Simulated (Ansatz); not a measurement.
C7H13ClO2, SMILES `CC(C)COC(=O)CCCl` from Hartree–Fock to CCSD(T)

Z-matrix (Å, degrees):
```
C
C 1 1.521
H 1 1.092 2 110.8
H 1 1.092 2 111.7 3 120.4
H 1 1.095 2 110.8 3 -119.5
C 2 1.517 1 111.6 3 -177.6
C 2 1.521 1 111.5 3 60.4
H 2 1.096 1 109.1 3 -59.3
O 6 1.434 2 112.3 1 59.0
H 6 1.093 2 110.6 1 -57.6
H 6 1.091 2 110.7 1 -179.1
H 7 1.092 2 110.7 1 -57.5
H 7 1.093 2 111.6 1 -177.7
H 7 1.095 2 111.0 1 61.8
C 9 1.339 6 116.6 2 85.2
O 15 1.200 9 124.2 6 0.7
C 15 1.508 9 111.6 6 179.3
C 17 1.513 15 114.0 9 34.6
H 17 1.090 15 107.5 9 158.3
H 17 1.095 15 107.3 9 -86.9
Cl 18 1.783 17 110.5 15 179.1
H 18 1.087 17 111.8 15 -61.6
H 18 1.090 17 111.6 15 60.6
```

Total charge 0; spin multiplicity 1. The geometry is a stationary point of PBE0-D4/def2-TZVP. It is one conformer, not always the lowest. Frozen core, restricted reference, Ansatz. CBS rows extrapolate triple and quadruple zeta; past MP2 they add the triple-zeta difference.

| basis | HF (Eh) | MP2 corr. | CCSD corr. | (T) | CCSD(T) total |
| --- | --- | --- | --- | --- | --- |
| def2-SVP | -881.43474 | -1.47697 | -1.57206 | -0.04853 | -883.05533 |
| def2-TZVPP | -882.07406 | -1.84619 | -1.92294 | -0.08144 | -884.07844 |
| def2-QZVPP | -882.10596 | -1.97827 | – | – | – |
| CBS(def2) | -882.11036 | -2.07612 | -2.15287 | as TZ | -884.34467 |
